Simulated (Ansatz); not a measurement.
```yaml
crystal:
  periodic: [false, false, false]
  atoms:
    - {symbol: N, position_ang: [-0.620008, 1.189066, -1.100410]}
    - {symbol: B, position_ang: [0.313369, 0.194803, -0.868360]}
    - {symbol: Sn, position_ang: [0.324661, -0.905113, 1.093672]}
    - {symbol: H, position_ang: [-0.661808, 1.706994, -1.964178]}
    - {symbol: H, position_ang: [-1.320916, 1.469830, -0.434569]}
    - {symbol: H, position_ang: [1.100231, -0.054074, -1.735472]}
    - {symbol: H, position_ang: [1.805531, -0.745185, 1.936838]}
    - {symbol: H, position_ang: [0.051704, -2.585265, 0.913568]}
    - {symbol: H, position_ang: [-0.904264, -0.317557, 2.141911]}
basis:
  gaussian: {orbitals: cc-pVTZ-PP}
hamiltonian: {xc: {name: BHLYP}, dispersion: d4}
output: {forces: true}
```

```sh
$ ansatz run in.yaml --threads 2 --pin off --events-out ev --progress --plain --max-ram 4352MiB
```

Output, abridged:

```
Functional definition: BHLYP
Error: <dir> the basis set cc-pVTZ-PP has no functions for N
```

Task: Something in this input is off. What?

Result: The basis set is misnamed or doesn't suit the job. The input was rejected before any iteration.
